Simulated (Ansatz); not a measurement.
Ansatz (an electronic-structure program) input:

Ansatz 0.2 input:
```yaml
crystal:
  periodic: [false, false, false]
  atoms:
    - {symbol: Al, position_ang: [0.00867121, 0.00926649, -0.00428365]}
    - {symbol: Br, position_ang: [-0.16425623, 1.76447610, -1.33516729]}
    - {symbol: Br, position_ang: [0.18123911, -1.74616570, 1.32650266]}
basis:
  gaussian:
    orbitals: def2-TZVP
hamiltonian:
  xc: b3lyp
  dispersion: d3bj
total_charge: 1
relax: {f_tol: 0.002, max_steps: 150}
```

Q: Which total energy does the run end on?

A: -5390.64803 Eh (B3LYP-D3(BJ)/def2-TZVP). The basis has 133 functions. The run takes roughly 30 core-seconds.

It need not be the lowest isomer of its formula.
